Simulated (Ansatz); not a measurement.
# A correction line for BHLYP-D4/def2-TZVPP: atomisation energy

The atomisation energy (no zero-point term) in kJ/mol of 8 molecular compounds of Si: x at BHLYP-D4/def2-TZVPP, y at CCSD(T)/CBS estimate. Shapes, held fixed at every level: PBE0-D4/def2-TZVP. Flexible molecules stand in one conformer, not always the lowest. Programs: Ansatz 0.2.0.

| molecule | x (kJ/mol) | y (kJ/mol) |
| --- | --- | --- |
| Si(SH)2 | 1394 | 1454 |
| Si2H3OF (SMILES F[Si]O[SiH3]) | 2481 | 2578 |
| Si2H4SO (SMILES [SiH3]O[Si]S) | 2581 | ? |
| Si2H4O2 (SMILES O[Si]O[SiH3]) | 2809 | 2923 |
| Si3NH6F (SMILES F[Si]N([SiH3])[SiH3]) | 3614 | 3697 |
| Si3H6O2 (SMILES [SiH3]O[Si]O[SiH3]) | 3791 | 3900 |
| Si3N2H8 (SMILES N[Si]N([SiH3])[SiH3]) | 4193 | 4274 |
| C4H12N2Si (SMILES CN(C)[Si]N(C)C) | 7026 | 7189 |

Q: Fit y = c + s·x to the known rows and predict y for Si2H4SO.

A: 
1. Means of the 7 rows: x = 3615.43, y = 3716.4.
2. Σ(Δx)² = 18868414, Σ(Δx·Δy) = 19154881, so the slope is 19154881/18868414 = 1.0152.
3. Intercept: 3716.4 − (1.0152) × 3615.43 = 46.0. The largest residual of the fit is 29.
4. Si2H4SO: 46.0 + 1.0152 × 2581 = 2666 kJ/mol.

CCSD(T)/CBS estimate gives 2664 kJ/mol, so the prediction is off by +2 kJ/mol, within the largest residual. Uncorrected, BHLYP-D4/def2-TZVPP misses Si2H4SO by -83 kJ/mol, and the other rows by 101 on average. The line removes about 95 % of this miss, partly by chance. Left out in turn, the other rows are missed by 23 kJ/mol on average, so much of the error is systematic among these molecules. The CBS estimate extrapolates MP2 from def2-TZVPP and def2-QZVPP and adds CCSD(T) − MP2 in the triple-zeta set, cores frozen.
